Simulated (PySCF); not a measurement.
Isomers of C8H9N, one conformer each; single-point electronic energies without zero-point terms and without any empirical dispersion term.

All values: PBE0/pcSseg-1 (PySCF, non-relativistic), each on one gas-phase PBE0-D3(BJ)/def2-SVP geometry that isn't relaxed in the solvent. The solvent is an IEF-PCM continuum (Bondi radii, 1.10 Å for H, scaled by 1.2). Specific hydrogen bonds and non-electrostatic terms are outside this model.

```tsv
isomer	relative energy, gas (kcal/mol)	dipole (D)
`c1cnccc1C1CC1`	0.0	3.08
`C[C@@H]1C(C#N)=C1C1CC1`	58.9	5.12
```

Question: How do the relative energies look in chloroform (ε = 4.711)?

Answer: 
| isomer | relative energy, solvent (kcal/mol) | E(solvent) − E(gas) (kcal/mol) | dipole in solvent (D) |
| --- | --- | --- | --- |
| `c1cnccc1C1CC1` | 0.0 | -4.2 | 3.86 |
| `C[C@@H]1C(C#N)=C1C1CC1` | 58.5 | -4.7 | 6.37 |

The order is unchanged. Conformers: `[cH:1]1[cH:2][c:3]([CH:4]2[CH2:5][CH2:6]2)[cH:7][cH:8][n:9]1` with C2–C3–C4–C5 -36°; `[CH3:1][C@@H:2]1[C:3]([C:4]#[N:5])=[C:6]1[CH:7]1[CH2:8][CH2:9]1` with C3–C6–C7–C8 34°. `C[C@@H]1C(C#N)=C1C1CC1` gains most from the continuum, and it has the largest gas-phase dipole. The gains span 0.5 kcal/mol, the gas-phase energies 58.9 kcal/mol.
